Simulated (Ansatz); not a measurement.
Consider the formal exchange of groups at a C–Ga bond: `[CH3][GaH][Cl]` + `CN([SiH3])[SiH3]` → `C[SiH2]N(C)[SiH3]` + `[Cl][GaH2]`.

Computed with Ansatz on PBE0-D4/def2-TZVP structures; ΔE is electronic, products minus reactants. CCSD(T)/CBS adds triple-zeta CCSD(T) − MP2 to the extrapolated MP2 energy (def2 sets, frozen cores). Functionals use def2-TZVPP. For Ga outer-core shells are correlated without core-valence functions, which leaves a few kJ/mol of doubt a bond. Scalar relativity is left out up to krypton. Each species was taken in one conformer, which may not be the lowest.

**Question.** Is it downhill or uphill in electronic energy at CCSD(T)/CBS, and by how much? (An estimate is asked.)

**Answer.** The calculation gave: Nearly level: ΔE = -0.4 kcal/mol.

**Question.** What do these levels give: B97M-V, r2SCANh-D4, ωB97X-V, PBE, HF/def2-QZVPP, MP2/CBS(def2)? (An estimate is asked.)

**Answer.** Ansatz gave: B97M-V -3.7, r2SCANh-D4 -1.7, ωB97X-V -1.6, PBE -0.9, HF/def2-QZVPP -1.5, MP2/CBS(def2) 0.0 kcal/mol.

Largest T1 diagnostic among the species: 0.012.

Leaving LDA and LC-ωPBE aside and taking each functional with its dispersion term where it has one, the values, not all of them listed here, spread over 3.1 kcal/mol, from B97M-V to B2PLYP. LDA lies −1.0 kcal/mol from PBE without D4. The D4 term adds −0.7 kcal/mol with B3LYP and −0.5 kcal/mol with PBE0; it sums over pairs of atoms, weighted by their polarisabilities, and B3LYP, whose exchange is more repulsive, gets the larger term.

B3LYP here is the variant with VWN-RPA as its local correlation; programs differ in this.
